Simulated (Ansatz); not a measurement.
Correlation energies of CH7AlBN, SMILES `CB[NH][AlH2]` by basis set

```xyz
11

C    -0.862   -0.380    1.575
B    -0.134   -0.060    0.233
N     1.072    0.512   -0.095
Al    0.727    0.309   -1.878
H    -1.079   -1.450    1.651
H    -1.829    0.131    1.621
H    -0.276   -0.086    2.448
H    -0.761   -0.383   -0.825
H     1.745    0.849    0.570
H     0.099    1.525   -2.676
H     1.296   -0.968   -2.624
```

Total charge 0; spin multiplicity 1. The structure was optimised at the PBE0-D4/def2-TZVP level. It is one conformer, not always the lowest. Frozen core, restricted reference, the Gaussian-basis code of Ansatz. CBS rows extrapolate triple and quadruple zeta; past MP2 they add the triple-zeta difference.

```
     basis     HF (Eh)  MP2 corr.  CCSD corr.       (T)  CCSD(T) total
  def2-SVP  -362.89288   -0.47260    -0.52240  -0.01506     -363.43034
def2-TZVPP  -363.11304   -0.57904    -0.62290  -0.02356     -363.75950
def2-QZVPP           ?          ?           –         –              –
 CBS(def2)           ?   -0.64593           ?     as TZ              ?
```

**Question.** Fill in the withheld values. (Best estimate.)

**Answer.** Computed: def2-QZVPP HF (Eh): -363.12661; def2-QZVPP MP2 corr.: -0.61747; CBS(def2) HF (Eh): -363.12847; CBS(def2) CCSD corr.: -0.68979; CBS(def2) CCSD(T) total: -363.84182.
